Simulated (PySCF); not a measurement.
## Working out the ionisation energy of Ru⁺

Ru⁺ [Kr] 4d7 (4F) → Ru²⁺ [Kr] 4d6 (5D). All numbers are calculated (PySCF 2.14, scalar relativity through the core potential, in def2-SVP with the def2 core potential (28 electrons) (5s3p2d1f, 31 functions)). Frozen: 4s2 4p6. Energies in hartree (1 hartree = 27.21139 eV):

```json
{"part": "UHF", "Ru⁺ (lower)": "-93.865855", "Ru²⁺ (upper)": "-93.317883"}
{"part": "MP2 opposite-spin", "Ru⁺ (lower)": "-0.053470", "Ru²⁺ (upper)": "-0.024958"}
{"part": "MP2 same-spin", "Ru⁺ (lower)": "-0.042283", "Ru²⁺ (upper)": "-0.038264"}
```

Q: What does Hartree-Fock give?

A: (-93.317883) − (-93.865855) = 0.547972 hartree = 14.911 eV.

Q: What do MP2 and SCS-MP2 (6/5 opposite-spin, 1/3 same-spin) give?

A: The opposite-spin parts differ by 0.776 eV and the same-spin parts by 0.109 eV. MP2: 14.911 + (0.776) + (0.109) = 15.796 eV. SCS-MP2: 14.911 + 1.2 × (0.776) + (0.109)/3 = 15.879 eV.

Reference: 16.76 ± 0.06 eV (semi-empirical (NIST evaluation); NIST Atomic Spectra Database, ionization energies), between the lowest levels; spin-orbit coupling is absent from the calculation.

A double-zeta basis recovers only part of the correlation energy.

What remains against the reference includes basis incompleteness, the frozen core and correlation beyond second order.
